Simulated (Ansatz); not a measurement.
Coupled-cluster run, C3H8O2Sn (`CC(C)[O][Sn][OH]`).

```yaml
crystal:
  periodic: [false, false, false]
  atoms:
    - {symbol: C, position_ang: [-0.055096, 1.671457, -0.676453]}
    - {symbol: C, position_ang: [-0.007503, 0.658986, 0.453904]}
    - {symbol: C, position_ang: [-1.020843, -0.452873, 0.242868]}
    - {symbol: O, position_ang: [1.308936, 0.195271, 0.600538]}
    - {symbol: Sn, position_ang: [2.503372, -1.363243, 0.423617]}
    - {symbol: O, position_ang: [1.259328, -2.841219, -0.023346]}
    - {symbol: H, position_ang: [-1.046016, 2.126322, -0.756092]}
    - {symbol: H, position_ang: [0.678022, 2.461350, -0.506263]}
    - {symbol: H, position_ang: [0.178321, 1.184855, -1.628072]}
    - {symbol: H, position_ang: [-0.268273, 1.177923, 1.388632]}
    - {symbol: H, position_ang: [-0.972735, -1.184393, 1.053611]}
    - {symbol: H, position_ang: [-0.846690, -0.956316, -0.713782]}
    - {symbol: H, position_ang: [-2.035363, -0.047525, 0.220401]}
    - {symbol: H, position_ang: [0.324539, -2.630594, -0.079563]}
basis:
  gaussian: {orbitals: def2-TZVPP}
correlation: {method: ccsd_t}
```

```sh
$ ansatz run in.yaml --threads 2 --pin off --events-out ev --progress --plain --max-ram 32768MiB --backend cuda --devices 0, --max-vram 18GiB
```

Log, shortened:

```
Functional definition: HF
2066 factors; integrals over basis functions are off by at most 1.0e-3 eV
mean field evaluation 1: about -13094.2343 eV, gradient 6.0e1 eV
mean field evaluation 2: about -13094.5294 eV, gradient 6.0e1 eV
mean field evaluation 4: about -13102.1106 eV, gradient 5.6e0 eV
mean field evaluation 8: about -13102.2414 eV, gradient 4.0e-1 eV
mean field evaluation 16: about -13102.2426 eV, gradient 1.5e-6 eV
mean field -13102.24255047 eV, -481.4985327107 hartree, gradient 1.5e-6 eV, S^2 0.000000; 0 other end points of the search recorded, 0 dependent functions left out
9 core orbitals not correlated: weight in the atoms' cores, before any rotation towards them, 1.000 or more for the frozen orbitals, at most 0.000 for the correlated occupied ones
reference -13102.24255047 eV, -481.4985327107 hartree; 23, 23 occupied and 285, 285 virtual orbitals, 2066 factors
second order -35.93958433 eV of doubles, -0.00000000 eV of singles
cycle   1  -35.48331245 eV  change    4.6e-1 eV  update   1.5e-1
cycle   2  -36.34178097 eV  change   -8.6e-1 eV  update   5.1e-2
cycle   3  -36.57708279 eV  change   -2.4e-1 eV  update   3.0e-2
cycle   4  -36.56899600 eV  change    8.1e-3 eV  update   9.5e-3
cycle   5  -36.55953166 eV  change    9.5e-3 eV  update   5.0e-3
cycle   6  -36.56130268 eV  change   -1.8e-3 eV  update   2.1e-3
cycle   7  -36.56125150 eV  change    5.1e-5 eV  update   8.3e-4
cycle   8  -36.56087424 eV  change    3.8e-4 eV  update   2.4e-4
cycle   9  -36.56094449 eV  change   -7.0e-5 eV  update   1.1e-4
cycle  10  -36.56103323 eV  change   -8.9e-5 eV  update   4.2e-5
cycle  11  -36.56096823 eV  change    6.5e-5 eV  update   2.3e-5
cycle  12  -36.56099081 eV  change   -2.3e-5 eV  update   9.8e-6
perturbative correction -1.39590653 eV, -0.0512986189 hartree
Total energy: -13140.19944781 eV, -482.8934229598 hartree
```

Run time 14 s (2 threads of an AMD EPYC 7R13 on a shared host and a share of an NVIDIA H100 80 GB); peak host memory 1.4 GiB.

MP2 recovers 94.7 % of the CCSD(T) correlation energy and the triples give 3.7 %; T1 = 0.0159.
